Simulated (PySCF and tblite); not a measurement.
Results of a calculation; reference values are marked as such.
System: C3H10OSSi, numbered as in [CH3:1][CH:2]([CH3:3])[S@:4](=[O:5])[SiH3:6].

For the rotation about the C2–S4 bond (torsion C1–C2–S4–O5 from 38° to -77°, falling): electronic barrier 3.93 kcal/mol, zero-point change -0.13 kcal/mol, thermal and entropy terms at 250 K a further 0.35 kcal/mol (symmetry numbers apart). The minimum is C1, the saddle C1. The path came from a restrained scan, a climbing-image band and a saddle search at GFN2-xTB; energies are PBE0/pcSseg-1 + D3(BJ), IEF-PCM dimethylsulfoxide//GFN2-xTB, thermal terms GFN2-xTB. Rate constants are transition-state-theory values, counting equivalent paths, without tunnelling. Run with tblite and PySCF.

(1) How many equivalent paths lead out of the minimum?

(2) Work out the rate at 250 K.

## Answers

(1) 1: the symmetry number of the minimum is 1, that of the saddle displaced along its mode 1.

(2) ΔG‡ = 4.15 kcal/mol; k_B T/h = 5.2×10¹² s⁻¹; exp(−ΔG‡/RT) = 0.00024; times 1 gives k = 1.2×10⁹ s⁻¹. Wigner's tunnelling factor for the 69i cm⁻¹ mode would be 1.01.
